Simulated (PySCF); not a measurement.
## How the functional moves excitation energies

Ethyl butyl ether, C6H14O.
SMILES: `CCCCOCC`

Linear-response calculations in the def2-SVPD basis (PySCF; singlets by full response, triplets Tamm–Dancoff, core orbitals frozen in the response; HF means time-dependent Hartree–Fock). 'Strongest' is the level of largest summed f among the singlets computed (10 roots, of which the last may lack a degenerate partner); it can jump between rows when another state enters that window. S1 is the lowest singlet of each run and needn't be the same state throughout; f(S1) is that of one state. One conformer (not necessarily the lowest) at the PBE0-D3(BJ)/def2-SVP geometry, without solvent, vibrations or thermal averaging.

| functional | kind | S1 (eV) | f(S1) | strongest (eV) | T1 (eV) | HOMO (eV) | gap (eV) | ionisation energy, ΔSCF (eV) |
| --- | --- | --- | --- | --- | --- | --- | --- | --- |
| LDA | LDA | 5.93 | 0.020 | 7.59 | 5.83 | -5.89 | 5.91 | 9.06 |
| PBE | GGA | 5.93 | 0.017 | 7.60 | 5.82 | -5.79 | 5.91 | 8.98 |
| B3LYP | global hybrid, 20% exact exchange | 6.69 | 0.026 | 8.60 | 6.55 | -7.13 | 7.65 | 9.43 |
| PBE0 | global hybrid, 25% exact exchange | 6.94 | 0.028 | 8.77 | 6.75 | -7.34 | 8.15 | 9.40 |
| BHandHLYP | global hybrid, 50% exact exchange | 7.70 | 0.037 | 8.72 | 7.48 | -8.88 | 10.17 | 9.53 |
| CAM-B3LYP | range-separated hybrid | 7.17 | 0.033 | 8.11 | 6.98 | -8.80 | 10.24 | 9.61 |
| LC-wPBE | range-separated hybrid | 7.75 | 0.037 | 8.79 | 7.47 | -10.07 | 12.61 | 9.70 |
| HF | Hartree–Fock | 9.06 | 0.062 | 10.89 | 8.53 | -11.29 | 14.09 | not settled |

Problem. What does wB97X-D (range-separated hybrid) give?

Solution. S1 (eV) 7.40, f(S1) 0.037, strongest (eV) 8.39, T1 (eV) 7.33, HOMO (eV) -9.26, gap (eV) 11.73, ionisation energy, ΔSCF (eV) 9.55. S1 runs from 5.93 eV (LDA) to 9.06 eV (HF), a spread of 3.13 eV, while the orbital gap spreads over 8.2 eV. Along PBE (0%), B3LYP (20%), PBE0 (25%), BHandHLYP (50%), HF (100%) S1 rises with the share of exact exchange. −ε(HOMO) comes closest to its own ΔSCF ionisation energy with wB97X-D (-0.28 eV) and misses most with PBE (-3.19 eV). 'Not settled' means that the ion's SCF failed to converge or may have ended in another state than the lowest.
